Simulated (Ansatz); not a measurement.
YCl₃. Charge 0, multiplicity 1. Geometry PBE-D4/def2-SVP, basis def2-TZVP, Ansatz.

Cartesian coordinates in Å:
```
Y 0.0025 0.0002 0.0007
Cl 0.3607 1.7802 -1.6358
Cl -0.7015 0.5543 2.2750
Cl 0.3383 -2.3347 -0.6398
```

| run | HOMO (eV) | LUMO (eV) |
| --- | --- | --- |
| A | -11.53 | -1.08 |
| B | -9.13 | -2.93 |
| C | -8.61 | -3.08 |
| D | -12.35 | -0.37 |
| E | -11.92 | -0.85 |
| F | -10.47 | -2.17 |

In the def2 sets Y takes a core potential; there is no spin–orbit coupling. LC-ωPBE has ω = 0.4 bohr⁻¹.

The runs used CAM-B3LYP, HF, LC-ωPBE, PBE0, r2SCANh, ωB97X-V. Estimate which is which.

A ωB97X-V (range-separated); B PBE0 (25 % exact exchange); C r2SCANh (10 % exact exchange); D HF (100 % exact exchange); E LC-ωPBE (range-separated); F CAM-B3LYP (range-separated). Exact exchange lowers occupied and raises empty levels; among semilocal functionals meta-GGAs tend to open the gap a little, and such runs are hard to tell apart. The gap grows from 5.53 eV (r2SCANh) to 11.99 eV (HF).
